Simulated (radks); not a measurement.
Q: The hafnium ion Hf3+ is in [Xe] 4f14 5d(3/2: 1, 5/2: 0). All-electron calculation, Dirac Kohn-Sham, BLYP, spin-unpolarised, spherical densities, finite nucleus; Fermi nuclear charge, rms radius of each element as measured or else 0.836 A^(1/3) + 0.57 fm. Program: a radial shooting solver on a logarithmic mesh with Libxc functionals. Sub-shells are occupied by j as written (lower j first in brackets). One electron is removed from 5d3/2, 4f5/2, 4f7/2, 5p3/2 in turn, with full relaxation. Which removal costs least, and what does each cost?

A: 5d3/2 33.277 eV; 4f7/2 53.946 eV; 4f5/2 55.782 eV; 5p3/2 67.491 eV. The 5d3/2 electron leaves first.
